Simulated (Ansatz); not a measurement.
Compare A (`O=CC[SiH3]`) with its isomer B (`CC(=O)[SiH3]`).

Computed with Ansatz on PBE0-D4/def2-TZVP structures; ΔE is electronic, products minus reactants. CCSD(T)/CBS is the MP2 limit (def2-TZVPP, def2-QZVPP) plus CCSD(T) − MP2 in def2-TZVPP, frozen cores. Functionals use def2-TZVPP. One conformer a species, not always the lowest.

(1) Which is lower in electronic energy at CCSD(T)/CBS, and by how much? (Estimate.)

(2) Give E(B) − E(A) in kcal/mol with HF/def2-TZVPP, ωB97M-V, CCSD(T)/def2-TZVPP, PBE0-D4, PBE-D4, CCSD/def2-TZVPP, CCSD(T)/def2-SVP. (An estimate is asked.)

(3) Does the order hold for the free energy at 298.15 K (harmonic terms from PBE0-D4)? (An estimate is asked.)

Largest T1 diagnostic: 0.015.

Results:

(1) Ansatz gave: A, by 4.0 kcal/mol.

(2) The calculation gave: HF/def2-TZVPP 5.0, ωB97M-V 4.3, CCSD(T)/def2-TZVPP 4.5, PBE0-D4 3.7, PBE-D4 2.5, CCSD/def2-TZVPP 4.8, CCSD(T)/def2-SVP 5.2. None reverses the order clearly.

(3) Computed: Yes: G(B) − G(A) = +3.0 kcal/mol, for one conformer each. Modes under 60 cm⁻¹, often nearly free rotors, make the harmonic entropy too high.

Leaving LDA and LC-ωPBE aside and taking each functional with its dispersion term where it has one, the values, not all of them listed here, spread over 2.8 kcal/mol, from BLYP-D4 to PBE-QIDH. LDA lies +0.7 kcal/mol from PBE without D4. At CCSD(T), def2-SVP lies +1.2 kcal/mol from the extrapolated value and def2-TZVPP +0.5 kcal/mol.
